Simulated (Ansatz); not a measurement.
Reaction (formal exchange of groups at a C–O bond): `C=C(O)[SiH3]` + silanol → `C=C([SiH3])[SiH2]O` + H₂O

Calculated with Ansatz (gas phase, PBE0-D4/def2-TZVP geometries, no zero-point term in ΔE). CCSD(T)/CBS adds triple-zeta CCSD(T) − MP2 to the extrapolated MP2 energy (def2 sets, frozen cores). This one scheme is used for every species. DFT in def2-TZVPP. Each species was taken in one conformer, which may not be the lowest.

`C=C(O)[SiH3]`:

Z-matrix (Å, degrees):
```
Si
C 1 1.875
H 1 1.489 2 109.7
H 1 1.489 2 109.7 3 -117.4
H 1 1.482 2 109.4 3 121.3
O 2 1.368 1 119.8 3 58.7
C 2 1.332 1 121.2 3 -121.3
H 6 0.960 2 110.6 1 -0.0
H 7 1.085 2 121.4 1 180.0
H 7 1.081 2 120.3 1 -0.0
```

`O[SiH3]`:

Z-matrix (Å, degrees):
```
Si
O 1 1.648
H 1 1.489 2 111.7
H 1 1.489 2 111.7 3 120.9
H 1 1.481 2 105.9 3 -119.6
H 2 0.957 1 117.9 3 -60.5
```

`C=C([SiH3])[SiH2]O`:

Z-matrix (Å, degrees):
```
Si
C 1 1.865
H 1 1.488 2 110.7
H 1 1.488 2 110.7 3 119.0
H 1 1.488 2 109.3 3 -120.6
Si 2 1.863 1 121.4 3 -55.4
C 2 1.338 1 119.4 3 124.5
O 6 1.649 2 112.0 1 -172.4
H 6 1.491 2 108.5 1 -49.7
H 6 1.483 2 110.2 1 69.8
H 7 1.089 2 122.0 1 -179.9
H 7 1.089 2 122.5 1 -0.4
H 8 0.958 6 117.5 2 78.2
```

H₂O:

```xyz
3

O    -0.098   -0.139   -0.350
H    -0.277    0.735    0.002
H     0.375   -0.596    0.349
```

Q: Is it downhill or uphill in electronic energy at CCSD(T)/CBS, and by how much? (Estimate.)

A: Ansatz gave: Downhill: ΔE = -20.7 kcal/mol.

Q: What do these levels give: PBE0-D4, ωB97X-V, B2PLYP, PBE, HF/def2-TZVPP, MP2/def2-TZVPP, SCS-MP2/def2-TZVPP, CCSD(T)/def2-TZVPP, HF/def2-QZVPP, MP2/def2-QZVPP, SCS-MP2/def2-QZVPP, CCSD/CBS(def2)? (Best estimate.)

A: The calculation gave: PBE0-D4 -18.2, ωB97X-V -17.2, B2PLYP -17.4, PBE -15.1, HF/def2-TZVPP -16.4, MP2/def2-TZVPP -21.5, SCS-MP2/def2-TZVPP -19.7, CCSD(T)/def2-TZVPP -19.7, HF/def2-QZVPP -16.4, MP2/def2-QZVPP -22.1, SCS-MP2/def2-QZVPP -20.4, CCSD/CBS(def2) -20.5 kcal/mol.

Largest T1 diagnostic among the species: 0.013.

The D4 term adds −2.6 kcal/mol with B3LYP and −1.5 kcal/mol with PBE0; it sums over pairs of atoms, weighted by their polarisabilities, and B3LYP, whose exchange is more repulsive, gets the larger term. From PBE to PBE0 (25 % exact exchange), in def2-TZVPP and without D4, ΔE moves by −1.6 kcal/mol.

B3LYP here is the variant with VWN-RPA as its local correlation; programs differ in this.
